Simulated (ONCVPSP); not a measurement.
Transferability test, ONCV potential for Li

lithium, optimised norm-conserving Vanderbilt (ONCV), made with ONCVPSP 4.0.1 (PBEsol, scalar-relativistic). Core none, reference 1s2 (charge +1). Waves: 1s: rc 0.60 bohr, ncon 4, nbas 8, qcut 22.9 1/bohr, 2 projectors, debl 2.1 Ha; p scattering state at 0.11 Ha: rc 0.55 bohr, ncon 3, nbas 7, qcut 18 1/bohr, 2 projectors, debl 1.2 Ha; d scattering state at 0.08 Ha: rc 0.55 bohr, ncon 5, nbas 10, qcut 16.4 1/bohr, 3 projectors, debl 1 Ha. Local part: polynomial inside 0.55 bohr (lpopt 5, dvloc0 6 Ha). Core correction: none.

In the s channel the program set the typed energies aside and used -2.199, 0.250 Ha.

Energies are relative to the spin-unpolarised reference configuration 1s2; without spin polarisation the order of configurations can differ from experiment.

```json
{"valence configuration": "1s2 2s1", "charge": "0", "ΔE all-electron (eV)": "-5.187", "error AE − PS (meV)": "+0.1"}
{"valence configuration": "1s2 2p1", "charge": "0", "ΔE all-electron (eV)": "-3.426", "error AE − PS (meV)": "0.0"}
{"valence configuration": "1s1 2s1", "charge": "+1", "ΔE all-electron (eV)": "62.590", "error AE − PS (meV)": "+47"}
```

What are ΔE and the potential's error for 1s2 2s0.5?

ΔE = -3.174 eV all-electron; the error (AE − PS) is 0.0 meV.
